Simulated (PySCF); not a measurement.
Can point charges reproduce the dipole moment of `C=C/C=N/C(C)=C\C`?

Coordinates (GFN2-xTB, Å) and charges (e) from the PBE0/pcSseg-1 density (PySCF):

```tsv
atom	x	y	z	Mulliken	IAO	Hirshfeld	ESP-fitted
C1	2.884	-1.196	-0.090	-0.0891	-0.2720	-0.0777	-0.3080
C2	2.683	0.109	-0.259	-0.2535	-0.1635	-0.0580	-0.2724
C3	1.371	0.722	-0.303	+0.1236	+0.0055	+0.0329	+0.2206
N4	0.318	0.030	-0.122	-0.4451	-0.2703	-0.1206	-0.2756
C5	-0.959	0.539	-0.165	-0.0201	+0.0922	+0.0359	+0.2417
C6	-1.218	1.990	-0.486	-0.1809	-0.4462	-0.1250	-0.6451
C7	-1.969	-0.311	0.085	-0.2228	-0.1298	-0.0364	-0.1257
C8	-1.800	-1.751	0.416	-0.2000	-0.4278	-0.1254	-0.3965
H9	2.049	-1.864	0.025	+0.1414	+0.1637	+0.0457	+0.1589
H10	3.872	-1.624	-0.065	+0.1191	+0.1550	+0.0510	+0.1695
H11	3.521	0.783	-0.380	+0.1012	+0.1459	+0.0456	+0.1611
H12	1.367	1.802	-0.497	+0.0742	+0.1050	+0.0387	+0.0486
H13	-0.751	2.634	0.260	+0.1304	+0.1466	+0.0409	+0.1789
H14	-2.286	2.188	-0.495	+0.1221	+0.1512	+0.0473	+0.1698
H15	-0.808	2.244	-1.463	+0.1299	+0.1468	+0.0409	+0.1800
H16	-2.987	0.055	0.049	+0.0835	+0.1384	+0.0422	+0.1281
H17	-2.276	-1.977	1.370	+0.1194	+0.1482	+0.0438	+0.1329
H18	-0.745	-1.997	0.470	+0.1455	+0.1622	+0.0342	+0.1050
H19	-2.277	-2.370	-0.344	+0.1211	+0.1489	+0.0440	+0.1282
```

Question: What dipole does each set of charges give (1 e·Å = 4.803 D), and what does the density give?

Answer: The full density gives (0.01, 0.91, -0.19) D, 0.93 D in size; dipole vectors point from the negative to the positive end.

```
    scheme     μx    μy     μz  size (D)  share of the full size (%)  angle to the full dipole (°)
  Mulliken  -0.24  0.25  -0.11      0.36                          39                            43
       IAO  -0.06  0.41  -0.09      0.43                          46                             9
 Hirshfeld   0.11  0.44  -0.11      0.47                          50                            13
ESP-fitted   0.02  0.91  -0.18      0.93                         100                             1
```

Question: Which set comes closest?

Answer: Length of the difference vector: ESP-fitted 0.01 D, Hirshfeld 0.49 D, IAO 0.51 D, Mulliken 0.71 D. Closest: ESP-fitted. ESP charges are fitted to the potential around the molecule, whose slowest-falling term is the dipole's. The schemes that divide the density aren't constrained to reproduce the dipole.

Question: What is left for the Hirshfeld atoms' own dipoles?

Answer: The Hirshfeld atoms' densities add up to the full density, so μ = Σ q r + Σ (atomic dipoles). The atomic dipoles sum to (0.01, 0.91, -0.19) − (0.11, 0.44, -0.11) = (-0.10, 0.47, -0.08) D, 0.49 D in size.

Question: With the origin at the mean of the coordinates, (-0.001, 0.000, -0.105) Å, which are the largest single terms, by size, of the ESP-fitted dipole along the direction of the full one?

Answer: C6 -6.23, C8 +3.51, H13 +2.14, H15 +2.13, H14 +1.79 D; all 19 atoms together +0.93 D. The single terms depend on the origin, their sum doesn't.

Question: Give the size of the full dipole in other units.

Answer: 0.93 D = 0.366 au = 0.193 e·Å = 3.10 × 10⁻³⁰ C·m.

Geometry: GFN2-xTB, one conformer, isolated molecule.

The values belong to the conformer `[CH2:1]=[CH:2]/[CH:3]=[N:4]/[C:5]([CH3:6])=[CH:7]\[CH3:8]`: C1–C2–C3–N4 3°, C3–N4–C5–C6 2°.
